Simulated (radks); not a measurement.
All-electron atom: the scandium ion Sc4+ in [Ne] 3s2 3p5. Calculated with a radial shooting solver on a logarithmic mesh with Libxc functionals: Dirac Kohn-Sham, exchange-only PBE, spin-unpolarised, spherical densities, finite nucleus; open shells fill j = l - 1/2 first; Fermi nuclear charge, rms radius 3.5459 fm.

Normalised radial functions P(r) = r R(r) (large component), r in bohr:

| r | 2p1/2 | 3s1/2 | 3p1/2 |
|---|---|---|---|
| 0.004781 | 0.0077 | 0.0936 | 0.0029 |
| 0.006798 | 0.0145 | 0.1268 | 0.0054 |
| 0.009666 | 0.0274 | 0.1685 | 0.0102 |
| 0.01363 | 0.0508 | 0.2165 | 0.0190 |
| 0.01939 | 0.0948 | 0.2681 | 0.0354 |
| 0.02757 | 0.1733 | 0.3110 | 0.0647 |
| 0.03889 | 0.3037 | 0.3236 | 0.1131 |
| 0.05529 | 0.5159 | 0.2750 | 0.1912 |
| 0.07862 | 0.8235 | 0.1304 | 0.3019 |
| 0.1109 | 1.1972 | -0.1129 | 0.4285 |
| 0.1577 | 1.5654 | -0.4064 | 0.5286 |
| 0.2242 | 1.7508 | -0.5811 | 0.5052 |
| 0.3163 | 1.5964 | -0.4310 | 0.2623 |
| 0.4497 | 1.1038 | 0.1191 | -0.2245 |
| 0.6395 | 0.5266 | 0.7962 | -0.7684 |
| 0.902 | 0.1584 | 1.1049 | -1.0393 |
| 1.283 | 0.0236 | 0.8446 | -0.8597 |
| 1.824 | 0.0014 | 0.3628 | -0.4339 |
| 2.572 | 0.0000 | 0.0821 | -0.1254 |
| 3.658 | 0.0000 | 0.0071 | -0.0155 |

2p1/2: eigenvalue -446.28 eV, 0 radial nodes, <r> = 0.306 bohr, 90 % of the charge inside 0.504 bohr. 3s1/2: eigenvalue -104.23 eV, 2 radial nodes at r = 0.0960, 0.423 bohr, <r> = 1.03 bohr, 90 % of the charge inside 1.53 bohr. 3p1/2: eigenvalue -82.424 eV, 1 radial node at r = 0.389 bohr, <r> = 1.09 bohr, 90 % of the charge inside 1.65 bohr.
